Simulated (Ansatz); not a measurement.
Consider the redistribution: `[OH][Ga]([OH])[SeH]` + `C[O][GeH2][OH]` → `C[O][GeH2][SeH]` + `[OH][Ga]([OH])[OH]`.

Isolated molecules relaxed with PBE0-D4/def2-TZVP in Ansatz; ΔE leaves out vibrations. CCSD(T)/CBS is the MP2 limit (def2-TZVPP, def2-QZVPP) plus CCSD(T) − MP2 in def2-TZVPP, frozen cores. DFT in def2-TZVPP. B3LYP here is the variant with VWN-RPA as its local correlation; programs differ in this. For Ga, Ge, Se outer-core shells are correlated without core-valence functions, which leaves a few kJ/mol of doubt a bond. Scalar relativity is left out up to krypton. One conformer a species, not always the lowest.

```
             level  ΔE (kJ/mol)
          B3LYP-D4         13.3
           ωB97X-V         13.9
            r2SCAN         14.1
     HF/def2-TZVPP         22.0
SCS-MP2/def2-TZVPP         12.4
   CCSD/def2-TZVPP         13.6
     HF/def2-QZVPP         21.8
    MP2/def2-QZVPP         10.9
```

What does CCSD(T)/CBS give? (Estimate.)

The calculation gave: +13.1 kJ/mol. The listed levels differ from it by 0.2, 0.8, 1.0, 8.9, -0.7, 0.5, 8.7, -2.2 kJ/mol.

Largest T1 diagnostic among the species: 0.014.

In def2-TZVPP, CCSD(T) changes the Hartree–Fock value by −9.3 kJ/mol (the triples alone add −0.9 kJ/mol) and MP2 by −11.3 kJ/mol.
